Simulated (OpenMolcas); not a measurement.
A calculation on neutral mercury.

| Item | Value |
| --- | --- |
| Program | OpenMolcas 26.06 |
| Method | XMS-CASPT2, IPEA 0.25 Eh, imaginary shift 0.1 Eh (closed shells correlated: 5d) |
| Basis | ANO-RCC-VTZP [8s7p5d3f1g] |
| Scalar Hamiltonian | DKH2, point nucleus |
| Active space | 2 electrons in 8 orbitals (6s 6p 7s 7p) |
| State averaging | 2S+1 = 3 even, 3 roots (0 in the spin-orbit step); 2S+1 = 1 even, 1 root; 2S+1 = 3 odd, 3 roots; 2S+1 = 1 odd, 3 roots |
| Spin-orbit coupling | state interaction with AMFI integrals over the reference wave functions, term energies averaged over their components |

(1) Which level of the active space comes out lowest?

(2) How high does 6s 6p 1P* 1 lie?

(3) How high does 6s 6p 3P* 0 lie?

(4) How high does 6s 6p 3P* 1 lie?

Measured values: NIST Handbook of Basic Atomic Spectroscopic Data.

Answers

(1) 6s2 1S0, with 100 % of that term; it is also the measured ground level.

(2) 53650 cm-1 above the lowest level; measured 54069 cm-1 above the ground level, so the calculation is off by -1 %.

(3) 37480 cm-1 above the lowest level; measured 37645 cm-1 above the ground level, so the calculation is off by 0 %.

(4) 39030 cm-1 above the lowest level; measured 39412 cm-1 above the ground level, so the calculation is off by -1 %.

Term energies are means over components that CASPT2 splits; among the terms shown or strongly mixed into the levels shown the widest spread is 36 cm-1 (6s 6p 1P*). Some high roots are left out of the spin-orbit mixing, which shifts the levels that they would mix with. Active for correlation alone: 7p 7s; no level in the range computed is led by a configuration that fills them, so any true level of that kind is missing. Spin-orbit splittings of 6p shells tend to come out small when the coupling is added on scalar orbitals. Measured partners are found by configuration, term and J. A level has none where our copy of the source lacks it or the pairing is in doubt (some pairs that miss far off the trend of their configuration count as doubtful), and it then counts in no deviation. Only configurations of the active space appear.

* marks odd parity.
